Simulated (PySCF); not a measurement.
Isomers of C6H11NOSi. Computed with PySCF 2.14.0, PBE0-D3(BJ)/def2-SVP geometry optimisation, gas phase. One conformer each; no zero-point energy, no entropy. No frequencies were run at this level. Point groups hold within 0.08 Å.

Question: Order them by energy at this level, lowest first, and give relative energies in kcal/mol.
A. `[CH3:1][C:2](=[O:3])[NH:4][C@@H:5]1[CH:6]=[CH:7][CH2:8][SiH2:9]1` with C1–C2–N4–C5 177°, C2–N4–C5–C6 142°, N4–C5–C6–C7 -145°, C6–C7–C8–Si9 20°, C7–C8–Si9–C5 -27°, N4–C5–Si9–C8 151°
B. `[O:1]=[C:2]=[N:3][SiH:4]1[CH2:5][CH2:6][CH2:7][CH2:8][CH2:9]1` with N3–Si4–C5–C6 -167°, Si4–C5–C6–C7 56°, C5–C6–C7–C8 -65°, C6–C7–C8–C9 65°
C. `[CH3:1][O:2][CH2:3][SiH2:4][n:5]1[cH:6][cH:7][cH:8][cH:9]1` with C1–O2–C3–Si4 -92°, O2–C3–Si4–N5 175°, C3–Si4–N5–C6 -82°

Answer: B (0.0), A (42.1), C (58.1).

As drawn, the lowest has a C=O bond, cumulated double bonds and a C=N bond, which the highest lacks; the highest has an aromatic ring, which the lowest lacks.

| SMILES | E (Eh) | E rel (kcal/mol) | dipole (D) | point group | A, B, C (MHz) |
| --- | --- | --- | --- | --- | --- |
| O=C=N[SiH]1CCCCC1 | -653.91795 | 0.0 | 2.99 | Cs | 3261, 688.0, 613.2 |
| CC(=O)N[C@@H]1C=CC[SiH2]1 | -653.85093 | 42.1 | 3.63 | C1 | 3144, 925.0, 752.1 |
| COC[SiH2]n1cccc1 | -653.82535 | 58.1 | 1.61 | C1 | 4068, 619.3, 592.2 |

How do the relative energies change in single points at PBE0/pcSseg-1 (no added dispersion term) on the same geometries?

```tsv
SMILES	PBE0-D3(BJ)/def2-SVP (kcal/mol)	PBE0/pcSseg-1 (kcal/mol)	shift
O=C=N[SiH]1CCCCC1	0.0	0.0	0.0
CC(=O)N[C@@H]1C=CC[SiH2]1	42.1	43.1	+1.0
COC[SiH2]n1cccc1	58.1	58.2	+0.1
```

Each column counts from its own lowest isomer. The order is unchanged; the largest shift is 1.0 kcal/mol.
